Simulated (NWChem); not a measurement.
Molecule: SiH$_{2}$O$_{2}$F$_{2}$; SMILES O[Si](O)(F)F

```xyz
7

O     -0.0776    -1.3148     0.9643
Si     0.0000     0.0000     0.0130
O      0.0776     1.3148     0.9643
F     -1.2724     0.0306    -0.9702
F      1.2724    -0.0306    -0.9702
H     -0.5200    -2.0933     0.6151
H      0.5200     2.0933     0.6151
```
Atoms are numbered in this order, from 1.

Results from NWChem. Pople sets run with spherical d functions. Coordinates come from a PBE0/def2-SVP optimisation. Level: M06-2X/6-31G* with SMD (1 M gas to 1 M solution), gas-phase geometry. Reactions with the solvent are ignored.

For solvent 1-propanol:

| Quantity | Value |
|---|---|
| solvation free energy (kcal/mol) | -11.0 |
| cavity-dispersion-structure term (kcal/mol) | 1.2 |
| dipole in solution (D) | 0.62 |

Question: Estimate the same quantities for solvent n-hexane.

Answer: 
* **solvation free energy (kcal/mol)**: -3.7
* **cavity-dispersion-structure term (kcal/mol)**: -0.7
* **dipole in solution (D)**: 0.44
